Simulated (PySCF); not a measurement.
How methods differ on the ionisation energy of Pt

Pt [Xe] 4f14 5d9 6s1 (3D) → Pt⁺ [Xe] 4f14 5d9 (2D), as a difference of total energies. Calculation: PySCF 2.14, in def2-QZVPPD with the def2 core potential (60 electrons); a scalar-relativistic core potential. Correlated levels: valence: 5s2 5p6 frozen. The calculations carry no spin-orbit coupling.

```csv
method,ionisation energy (eV)
UHF,7.575
MP2 (valence),8.969
SCS-MP2 (valence),8.753
CCSD (valence),8.713
CCSD(T) (valence),8.806
```

Task: How much does correlation contribute at CCSD(T) (valence)?

Result: 8.806 − (7.575) = 1.231 eV, measured against UHF.

The reference lies between the lowest fine-structure levels, while these numbers refer to the centres of the terms.

Errors of the correlated levels include the incompleteness of this basis and the frozen core.

For comparison: 8.959 eV (measured; NIST Atomic Spectra Database, ionization energies).
